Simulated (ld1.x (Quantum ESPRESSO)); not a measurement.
# What the settings do to the TM potential of Ta

Base potential:

Ta, norm-conserving Troullier–Martins (Kleinman–Bylander form), made with ld1.x (Quantum ESPRESSO) 7.5 (LDA (PZ), scalar-relativistic). Core [Kr] 4d10 4f14, reference 5s2 5p6 5d3 6s1 6p0 (charge +1). Waves: 5p (bound): rc 1.25 bohr; 5d (bound): rc 2.90 bohr; 5s (bound): rc 1.35 bohr. Local part: the s channel. Core correction: Bessel-smoothed model core inside 0.85 bohr.

Occupied shells without a wave of their own: 6s. They enter only through the test configuration that unscreens the potential, and ld1.x also counts them in the model core charge.

Cutoffs, loose and tight: the cutoffs (Ry, on a coarse ladder) from which the occupation-weighted sum of valence levels, in a spherical-Bessel basis at the reference potential, stays within 10 and 1 mRy of its value at 400 Ry. They do not see the model core or the augmentation charge, which bear on the density cutoff. Test errors are all-electron minus pseudo excitation energies from the reference, over the configurations 5s2 5p6 5d3 6s2 6p0; 5s2 5p6 5d3 6s0 6p0; 5s2 5p6 5d2 6s0 6p0; 5s2 5p6 5d2 6s2 6p0; 5s2 5p6 5d3 6s1.5 6p0; 5s2 5p6 5d4 6s0 6p0; 5s1 5p6 5d3 6s2 6p0 (two spin-polarised tests are not counted in the largest error). A dash means not determined; rows that change the core or the reference have their own tests.

With those shells counted twice in exchange and correlation these files are broken, and their errors move erratically; no question is asked of them.

A true bound ghost makes a file unfit for plane-wave use even where its test errors are small: the radial tests pick states by their node count and pass the ghost by.

```tsv
change	outcome	cutoff, loose	cutoff, tight	bound ghosts	largest test error (meV)
base	generated, misses its reference levels by 0.31 eV	100 Ry	160 Ry	none	-856
wave 5d (bound): rc 2.90 bohr becomes 5d (bound): rc 1.94 bohr	generated, misses its reference levels by 0.31 eV	100 Ry	160 Ry	none	-866
wave 5d (bound): rc 2.90 bohr becomes 5d (bound): rc 2.24 bohr	generated, misses its reference levels by 0.31 eV	100 Ry	160 Ry	none	-865
wave 5d (bound): rc 2.90 bohr becomes 5d (bound): rc 2.46 bohr	generated, misses its reference levels by 0.31 eV	100 Ry	160 Ry	none	-864
wave 5d (bound): rc 2.90 bohr becomes 5d (bound): rc 2.74 bohr	generated, misses its reference levels by 0.31 eV	100 Ry	160 Ry	none	-860
wave 5d (bound): rc 2.90 bohr becomes 5d (bound): rc 3.20 bohr	generated, misses its reference levels by 0.31 eV	100 Ry	160 Ry	none	-842
wave 5d (bound): rc 2.90 bohr becomes 5d (bound): rc 3.34 bohr	generated, misses its reference levels by 0.31 eV	100 Ry	160 Ry	none	-831
wave 5d (bound): rc 2.90 bohr becomes 5d (bound): rc 3.80 bohr	generated, misses its reference levels by 0.31 eV	100 Ry	160 Ry	none	-782
wave 5d (bound): rc 2.90 bohr becomes 5d (bound): rc 3.96 bohr	generated, misses its reference levels by 0.31 eV	100 Ry	160 Ry	none	-751
wave 5d (bound): rc 2.90 bohr becomes 5d (bound): rc 4.28 bohr	generated, misses its reference levels by 0.31 eV	100 Ry	160 Ry	d	-692
```

Reading the sweep of the d radius (base included, trends over the rows without a ghost): The loose cutoff stays near 100 Ry. The median size of the test errors (rows with all tests solved) falls from 296.6 meV at 1.94 to 234.9 meV at 3.96 bohr. This runs against the usual rule that a larger radius transfers worse; these runs do not show why. Bound ghosts are found at 4.28 bohr.
